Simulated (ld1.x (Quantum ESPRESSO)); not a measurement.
# Before and after: TM potential for W

ld1.x (Quantum ESPRESSO) 7.5 input, shortened:

```
&input
   title='W', zed=74., rel=1, dft='WC', iswitch=3,
   config='[Xe] 4f14 5d4 6s2 6p0'
 /
 &inputp
   pseudotype=2, tm=.true., lloc=2,
   nlcc=.true., new_core_ps=.true., rcore=1.25
 /
3
6S  1  0   2.00   0.00  2.90  2.90  0.0
6P  2  1   0.00   0.00  3.80  3.80  0.0
5D  3  2   4.00   0.00  1.75  1.75  0.0
 &test
   configts(1)='5d4 6s2 6p0'
 /
```

Change: wave 6s (bound): rc 2.90 bohr becomes 6s (bound): rc 4.02 bohr.

Cutoffs: the cutoffs (Ry, on a coarse ladder) from which the occupation-weighted sum of valence levels, in a spherical-Bessel basis at the reference potential, stays within 10 and 1 mRy of its value at 400 Ry; they do not see the model core or the augmentation charge, which bear on the density cutoff. Errors are all-electron minus pseudo energies relative to the spin-unpolarised reference configuration.

Question: What does the change do?

Answer: The potential gets neither clearly harder nor softer (30 Ry and 35 Ry → 30 Ry and 35 Ry); both files keep a bound ghost (p, s); the number of tests that count goes from 6 to 5; of the 5 tests that both files solve, the error grows in 5 and shrinks in 0 by more than 15 % and 0.3 meV (median size 51.0 → 133.8 meV). More of the atom is replaced by a form fitted at one configuration, so other configurations suffer.

| quantity | base | changed |
| --- | --- | --- |
| cutoff, loose | 30 Ry | 30 Ry |
| cutoff, tight | 35 Ry | 35 Ry |
| bound ghosts | s, p | s, p |
| tests counted (converged, no solver errors) | 6 of 7 | 5 of 7 |
| error for 5d4 6s1 6p0, meV [ΔE 8.94 eV] | -11 | -17 |
| error for 5d4 6s0 6p0, meV [ΔE 24.64 eV] | -51 | -134 |
| error for 5d3 6s0 6p0, meV [ΔE 50.04 eV] | -142 | -533 |
| error for 5d4 6s1.5 6p0, meV [ΔE 3.66 eV] | -2.9 | -3.6 |
| error for 5d2 6s0 6p0, meV [ΔE 87.28 eV] | -610 | -1398 |

Base: Tests not counted: 5d4 6s0 6p1 (solver errors, printed error -2.6 eV). These tests converged, but a pseudo level misses the all-electron one widely, so the file describes the atom poorly there or has found another state: 5d4 6s0 6p0: empty 6p by 3.7 eV; 5d2 6s0 6p0: empty 6s by 5.0 eV (a node warning on the way). Changed file: Tests not counted: 5d4 6s1 6p1 (solver errors, printed error -166 eV); 5d4 6s0 6p1 (solver errors, printed error -2.7 eV). A true bound ghost makes a file unfit for plane-wave use even where its test errors are small: the radial tests pick states by their node count and pass the ghost by. Where a test does run into it, the solver fails or the error is huge.
